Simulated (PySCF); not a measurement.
(Z)-1-chloro-1,2-difluoroprop-1-ene (C3H3ClF2), SMILES C/C(F)=C(\F)Cl. Atoms are numbered in the order given.

```xyz
9

C     -0.3774    -2.2586     0.0000
C      0.2472    -0.9093     0.0000
F      1.5884    -0.9021     0.0000
C     -0.4040     0.2608     0.0000
F     -1.7367     0.3078     0.0000
Cl     0.3604     1.8016     0.0000
H     -0.0577    -2.8271    -0.8894
H     -0.0577    -2.8271     0.8894
H     -1.4718    -2.1819     0.0000
```

The structure is a stationary point at B3LYP-D3(BJ)/def2-SVP.

Method: B3LYP/def2-TZVP run with PySCF.

ESP charges are fitted to the potential on shells at 1.4 to 2.0 van der Waals radii. Atomic charges (e):

```tsv
atom	Löwdin	Mulliken	ESP fit
C1	-0.26	-0.33	-0.46
C2	-0.35	0.18	0.38
F3	0.19	-0.20	-0.21
C4	-0.62	0.18	-0.08
F5	0.20	-0.18	-0.08
Cl6	0.43	-0.05	0.00
H7	0.14	0.13	0.15
H8	0.14	0.13	0.15
H9	0.14	0.14	0.15
```

Computed Mayer and Wiberg (Löwdin basis) orders of the bonds:
```csv
bond,Mayer,Wiberg
C1–C2,1.00,1.29
C2–F3,1.05,1.71
C2–C4,1.72,1.90
C4–F5,1.05,1.76
C4–Cl6,1.21,1.76
C1–H7,0.95,0.88
C1–H8,0.95,0.88
C1–H9,0.96,0.88
```
